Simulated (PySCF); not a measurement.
**HCoN: fields on a plane**

Level of theory: UPBE0 in PySCF with Co def2-TZVP, N def2-TZVP, H def2-TZVP; no relativity; density-fitted integrals.

The quartet minimum has Co–H 1.499 Å, Co–N 1.571 Å; H–Co–N 99.0°.

The plane holds Co1 at (0.00, 0.00), N2 at (1.57, 0.00), H3 at (-0.23, 1.48) Å. Columns run from x = -2.25 to 3.75 Å, rows from y = 3.75 (top) to -1.95 Å, in steps of 0.3 Å. Other isomers or separated fragments may lie lower.

Give the lowest empty orbital (Å^-3/2) at -2.63 eV (cut at ±0.3; overall sign arbitrary). Every second row and column.


```
 0.00  0.00  0.00  0.00  0.00  0.00  0.00  0.00  0.00  0.00  0.00
 0.00  0.00 -0.01 -0.01 -0.01  0.00  0.00  0.00  0.00  0.00  0.00
 0.00 -0.01 -0.02 -0.03 -0.03 -0.02 -0.01  0.00  0.00  0.00  0.00
 0.00 -0.01 -0.04 -0.07 -0.06 -0.03 -0.03 -0.03 -0.02 -0.01  0.00
 0.01 -0.01 -0.05 -0.13 -0.07 -0.04 -0.08 -0.09 -0.06 -0.02 -0.01
 0.02  0.01 -0.05 -0.18  0.04  0.00 -0.21 -0.25 -0.11 -0.04 -0.01
 0.04  0.05 -0.01 -0.30  0.30 -0.06 -0.17 -0.30 -0.12 -0.04 -0.01
 0.05  0.10  0.16  0.20 -0.30 -0.02  0.30  0.12 -0.02 -0.01  0.00
 0.05  0.10  0.18  0.24  0.17  0.15  0.18  0.11  0.03  0.01  0.00
 0.04  0.07  0.12  0.16  0.15  0.12  0.10  0.07  0.03  0.01  0.01
```

Give the electron localisation function (set to 0 where the density is under 0.005 e/Å³). Every second row and column.


```
0.00 0.00 0.00 0.00 0.00 0.00 0.00 0.00 0.00 0.00 0.00
0.00 0.00 0.00 0.00 0.00 0.00 0.00 0.00 0.00 0.00 0.00
0.00 0.00 0.97 1.00 0.99 0.69 0.00 0.00 0.00 0.00 0.00
0.00 0.88 1.00 1.00 1.00 0.78 0.06 0.03 0.00 0.00 0.00
0.00 0.78 0.97 1.00 0.98 0.38 0.24 0.39 0.29 0.00 0.00
0.00 0.24 0.31 0.25 0.17 0.24 0.74 0.87 0.75 0.27 0.00
0.00 0.03 0.04 0.74 0.17 0.33 0.07 0.72 0.86 0.39 0.00
0.00 0.02 0.05 0.53 0.67 0.26 0.79 0.83 0.75 0.25 0.00
0.00 0.04 0.13 0.12 0.06 0.28 0.72 0.65 0.38 0.07 0.00
0.00 0.00 0.12 0.13 0.12 0.24 0.38 0.24 0.07 0.00 0.00
```

Other spin states or occupations of the open shell can lie lower.
